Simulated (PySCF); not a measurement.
## Ir³⁺ (iridium, charge +3) across methods

[Xe] 4f14 5d6, high-spin 5D determinant. All numbers are calculated (PySCF 2.14, scalar relativity by spin-free X2C-1e, in ANO-RCC-VTZP).

```csv
method,E (hartree),mean ε 5p β (eV),mean ε 5d α (eV),mean ε 5d β (eV),Σ⟨r²⟩ (bohr²),⟨S²⟩
r2SCAN,-17826.93,-85.690,-38.555,-35.723,37.12,6.002
UHF,-17821.45086,-94.460,-44.850,-40.873,37.03,6.004
LDA,-17815.64,-85.163,-38.289,-35.601,37.36,6.001
PBE,-17826.89,-84.642,-38.144,-35.407,37.33,6.001
```

Q: Estimate the same row for PBE0.

A: E (hartree) = -17826.66; mean ε 5p β (eV) = -87.470; mean ε 5d α (eV) = -40.051; mean ε 5d β (eV) = -37.070; Σ⟨r²⟩ (bohr²) = 37.18; ⟨S²⟩ = 6.002.

Spin-orbit coupling, absent here, splits the open shell strongly.
